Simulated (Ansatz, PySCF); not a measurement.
Dissociation curve of C2, singlet.

RHF/6-31G* = PySCF with restricted Hartree-Fock/6-31G*, spherical d; RKS-B3LYP/3-21G = restricted B3LYP/3-21G (PySCF); RKS-B3LYP/6-31G* = restricted B3LYP/6-31G*, spherical d run with PySCF; FCI = Ansatz (a first-principles code) with full CI/def2-SVP, frozen core.

Energies relative to the lowest point of each curve near equilibrium, in kcal/mol; the last columns give the difference from FCI:

```csv
R / Å,RHF/6-31G*,RKS-B3LYP/3-21G,RKS-B3LYP/6-31G*,FCI,RHF/6-31G* − FCI,RKS-B3LYP/3-21G − FCI,RKS-B3LYP/6-31G* − FCI
0.92,207.2,218.7,216.1,219.9,-12.7,-1.2,-3.8
1.00,97.7,105.4,104.0,106.9,-9.2,-1.6,-2.9
1.08,37.0,41.8,41.0,43.0,-6.1,-1.2,-2.0
1.11,23.1,27.0,26.4,28.1,-4.9,-1.0,-1.6
1.19,3.2,4.9,4.5,5.3,-2.1,-0.5,-0.8
1.22,0.6,1.5,1.3,1.7,-1.1,-0.2,-0.4
1.25,0.0,0.1,0.0,0.1,-0.1,-0.1,-0.1
1.26,0.2,0.0,0.0,0.0,0.2,0.0,0.0
1.35,8.5,6.0,6.6,5.7,2.8,0.3,0.9
1.36,10.0,7.2,7.9,7.0,3.1,0.3,1.0
1.45,26.7,21.4,23.1,21.3,5.4,0.1,1.8
1.54,46.6,38.7,41.6,38.8,7.8,-0.1,2.8
1.70,83.3,70.2,75.9,66.9,16.4,3.3,9.0
1.87,119.2,100.0,108.3,87.5,31.6,12.5,20.8
2.03,148.5,123.6,133.3,104.3,44.2,19.3,29.1
2.23,179.6,147.3,157.7,119.9,59.7,27.4,37.8
2.48,211.2,169.7,179.8,131.5,79.6,38.2,48.2
2.77,239.7,187.9,197.4,137.6,102.1,50.3,59.8
3.05,260.8,199.8,208.9,140.0,120.8,59.9,69.0
```

RHF/6-31G* is furthest from FCI at 3.05 (120.8 kcal/mol, above); its mean absolute difference over the points is 26.8 kcal/mol.

RKS-B3LYP/3-21G is furthest from FCI at 3.05 (59.9 kcal/mol, above); its mean absolute difference over the points is 11.4 kcal/mol.

RKS-B3LYP/6-31G* is furthest from FCI at 3.05 (69.0 kcal/mol, above); its mean absolute difference over the points is 15.4 kcal/mol.

The scan ran from 0.92 to 4.98 Å; beyond the distances shown full CI changes its symmetry label. The restricted form behind RHF/6-31G*, RKS-B3LYP/3-21G, RKS-B3LYP/6-31G* keeps the bonding electrons paired and can't separate into open-shell fragments. Also computed but left out beside FCI, since their determinant holds another spin at the minimum (<S²> over 0.7 above the pure value): UHF, UCCSD, UCCSD(T), UCCSDT, UCCSDT(Q), UKS-B3LYP, UKS-PBE, UKS-B3LYP/6-31G*, UMP2/6-31G*, UKS-B3LYP/3-21G, UHF/6-31G*.
